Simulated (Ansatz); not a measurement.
Calculated with Ansatz (gas phase, PBE0-D4/def2-TZVP geometries, no zero-point term in ΔE). CCSD(T)/CBS adds triple-zeta CCSD(T) − MP2 to the extrapolated MP2 energy (def2 sets, frozen cores). Functionals use def2-TZVPP. B3LYP here is the variant with VWN-RPA as its local correlation; programs differ in this. Each species was taken in one conformer, which may not be the lowest.

Consider the cleavage of the Si–B bond: `OBB[SiH3]` + `[SiH3]S[SiH2]S` → `[SiH3]S[SiH2]S[SiH3]` + `BBO`.

`OBB[SiH3]`:

```xyz
10

O    -1.463    1.768   -0.678
B    -0.948    0.551   -0.988
B    -0.521   -0.604    0.126
Si    1.304   -0.696    0.970
H    -1.633    2.318   -1.447
H    -0.748    0.276   -2.154
H    -1.278   -1.484    0.431
H     2.329    0.177    0.337
H     1.110   -0.224    2.376
H     1.847   -2.083    1.027
```

`[SiH3]S[SiH2]S`:

Cartesian coordinates in Å:
```
Si -0.727 0.847 1.320
S -0.040 -1.177 1.278
Si 0.466 -1.260 -0.794
S 1.792 0.277 -1.462
H -1.677 0.955 2.453
H 0.394 1.798 1.510
H -1.422 1.168 0.044
H 1.178 -2.545 -0.972
H -0.765 -1.194 -1.617
H 0.799 1.132 -1.759
```

`[SiH3]S[SiH2]S[SiH3]`:

Z-matrix (Å, degrees):
```
Si
S 1 2.145
H 1 1.482 2 111.2
H 1 1.484 2 109.9 3 -121.9
H 1 1.483 2 105.8 3 119.0
Si 2 2.131 1 97.6 3 82.9
S 6 2.131 2 112.8 1 -53.0
H 6 1.482 2 111.4 1 64.9
H 6 1.482 2 105.1 1 -174.6
Si 7 2.145 6 97.6 2 -52.6
H 10 1.484 7 110.0 6 -38.5
H 10 1.483 7 105.8 6 -157.6
H 10 1.482 7 111.2 6 83.4
```

`BBO`:

```xyz
7

B     0.469   -1.104    0.159
B    -0.339    0.336   -0.092
O     0.260    1.551   -0.017
H     0.514   -1.628    1.237
H     0.957   -1.725   -0.745
H    -1.523    0.287   -0.355
H    -0.338    2.283   -0.187
```

| level | ΔE (kJ/mol) | difference from CCSD(T)/CBS |
| --- | --- | --- |
| PBE-D4 | -66.1 | 12.0 |
| r2SCAN-D4 | -71.3 | 6.8 |
| PBE0-D4 | -72.2 | 5.9 |
| B3LYP-D4 | -76.0 | 2.1 |
| ωB97X-V | -75.0 | 3.1 |
| ωB97M-V | -78.8 | -0.7 |
| B2PLYP | -72.6 | 5.5 |
| PBE | -58.3 | 19.8 |
| r2SCAN | -69.3 | 8.8 |
| PBE0 | -65.2 | 12.9 |
| B3LYP | -63.3 | 14.8 |
| HF/def2-TZVPP | -76.5 | 1.6 |
| MP2/def2-TZVPP | -86.8 | -8.7 |
| SCS-MP2/def2-TZVPP | -83.1 | -5.0 |
| CCSD/def2-TZVPP | -72.4 | 5.7 |
| CCSD(T)/def2-TZVPP | -73.7 | 4.4 |
| HF/def2-QZVPP | -76.5 | 1.6 |
| MP2/def2-QZVPP | -89.3 | -11.2 |
| SCS-MP2/def2-QZVPP | -85.4 | -7.3 |
| HF/CBS(def2) | -76.5 | 1.6 |
| MP2/CBS(def2) | -91.1 | -13.0 |
| CCSD/CBS(def2) | -76.8 | 1.3 |
| CCSD(T)/CBS | -78.1 | 0 |

Largest T1 diagnostic among the species: 0.014.

The D4 term adds −12.7 kJ/mol with B3LYP and −7.0 kJ/mol with PBE0; it sums over pairs of atoms, weighted by their polarisabilities, and B3LYP, whose exchange is more repulsive, gets the larger term. From PBE to PBE0 (25 % exact exchange), in def2-TZVPP and without D4, ΔE moves by −6.9 kJ/mol.
